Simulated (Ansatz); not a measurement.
`C[SiH]1CO[SiH2]1` + `OB(F)O[SiH3]` → `[SiH3][SiH]1CO[SiH2]1` + `COB(O)F`  (redistribution)

Gas-phase electronic energies from Ansatz, PBE0-D4/def2-TZVP geometries. CBS: MP2 limit from def2 TZ/QZ plus the TZ coupled-cluster correction, frozen cores. Functionals use def2-TZVPP. B3LYP here is the variant with VWN-RPA as its local correlation; programs differ in this. Each species was taken in one conformer, which may not be the lowest.

| level | ΔE (kcal/mol) |
| --- | --- |
| PBE0-D4 | 37.6 |
| PBE0 | 37.8 |
| B3LYP | 40.7 |
| HF/def2-QZVPP | 45.9 |

Task: What does CCSD(T)/CBS give? (Best estimate.)

Result: The calculation gave: +42.2 kcal/mol. The listed levels differ from it by -4.6, -4.4, -1.5, 3.7 kcal/mol.

Largest T1 diagnostic among the species: 0.014.

From PBE to PBE0 (25 % exact exchange), in def2-TZVPP and without D4, ΔE moves by +2.2 kcal/mol. In def2-TZVPP, CCSD(T) changes the Hartree–Fock value by −3.9 kcal/mol (the triples alone add −0.8 kcal/mol) and MP2 by −0.8 kcal/mol.
